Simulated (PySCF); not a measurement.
Sn(Cl)2(Me)(OMe) (C2H6Cl2OSn), SMILES C[O][Sn]([CH3])([Cl])[Cl].

Geometry: B3LYP-D3(BJ)/def2-SVP. The def2 effective core potentials stand for the cores of Sn; spin–orbit coupling is left out. Other conformers were not sampled.

Calculation: HF/def2-TZVP (PySCF).

| Item | Value |
|---|---|
| total energy | -1286.63926 hartree |
| point group | Cs |
| highest occupied level | -11.98 eV |
| lowest empty level | 1.84 eV |
| orbital gap | 13.82 eV |
| dipole moment | 2.56 D |
| quadrupole, principal values (traceless, Buckingham form, about the centre of nuclear charge) | -7.07, -5.94, 13.01 D·Å |
| mean static polarisability | 83.5 bohr³ (12.38 Å³) |
| polarisability, principal values | 78.0, 84.6, 88.0 bohr³ |
